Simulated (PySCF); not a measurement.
**Simulated absorption spectrum**

Pentafluoropropionic acid, C3HF5O2.
Z-matrix (Å and degrees, GFN2-xTB geometry), rows numbered from 1:
```
O 
C   1  1.1890
O   2  1.3150  1  127.32
C   2  1.5592  1  122.94  3   178.26
F   4  1.3454  2  110.49  1    29.00
F   4  1.3475  2  111.42  1   148.13
C   4  1.5554  2  109.95  1   -91.16
F   7  1.3257  4  112.02  2  -174.78
F   7  1.3304  4  110.57  2    64.44
F   7  1.3347  4  110.41  2   -54.44
H   3  0.9732  2  112.18  1    -1.19
```

Level of theory: TDDFT CAM-B3LYP/def2-SVPD, vertical, gas phase, core orbitals frozen in the response (PySCF 2.14.0, density-fitted response routines).

Broadening: Gaussians 0.25 eV wide at half height, area fixed by f = 4.319×10⁻⁹ ∫ε dν̃. The width is an assumption, not a result. The curve ends short of the highest state used, and states not computed would add to its high-energy end.

| E (eV) | ε (L mol⁻¹ cm⁻¹) |
| --- | --- |
| 5.30 | 0 |
| 5.48 | 34 |
| 5.65 | 178 |
| 5.83 | 62 |
| 6.00 | 2 |
| 6.18 | 0 |
| 6.36 | 0 |
| 6.53 | 0 |
| 6.71 | 0 |
| 6.89 | 0 |
| 7.06 | 0 |
| 7.24 | 0 |
| 7.41 | 0 |
| 7.59 | 0 |
| 7.77 | 110 |
| 7.94 | 2679 |
| 8.12 | 4831 |
| 8.30 | 714 |
| 8.47 | 3531 |
| 8.65 | 16356 |
| 8.82 | 7216 |
| 9.00 | 622 |
| 9.18 | 231 |
| 9.35 | 1962 |

**Question.** Where are the band maxima, and which computed states make them?

**Answer.** 218 nm (5.68 eV), ε about 180, made up of S1 (100%); 154 nm (8.07 eV), ε about 5500, made up of S2 (100%); 143 nm (8.68 eV), ε about 17000, made up of S4 (98%) (ε in L mol⁻¹ cm⁻¹; maxima over ε = 5, shares over 10%). At its high-energy end, 9.35 eV, the curve is still rising (ε about 2000, from S6). The states used: S1 5.67 eV (f 0.0017); S2 8.07 eV (f 0.051); S3 8.51 eV (f 0.012); S4 8.68 eV (f 0.153); S5 8.95 eV (f 0.0046); S6 9.42 eV (f 0.023); S7 9.67 eV (f 0.013); S8 9.95 eV (f 0.010).

**Question.** On this curve, what absorbance would a 10⁻⁵ mol/L sample give at 222 nm over a 1 cm path?

**Answer.** 222 nm is 5.585 eV, where ε is about 130 L mol⁻¹ cm⁻¹, so A = ε c l ≈ 0.0013 (Beer–Lambert, with the gas-phase spectrum and the assumed width).

**Question.** What would ε be at 8.68 eV, the highest of these maxima, with half the width (0.125 eV)?

**Answer.** About 33000 L mol⁻¹ cm⁻¹ against 16900, a factor of about 1.96; a lone state at its own centre would give exactly 2.

**Question.** Coming from long wavelengths, where does ε first pass 100 L mol⁻¹ cm⁻¹?

**Answer.** At about 223 nm (5.56 eV), 0.12 eV below S1.

One conformer stands for the species.
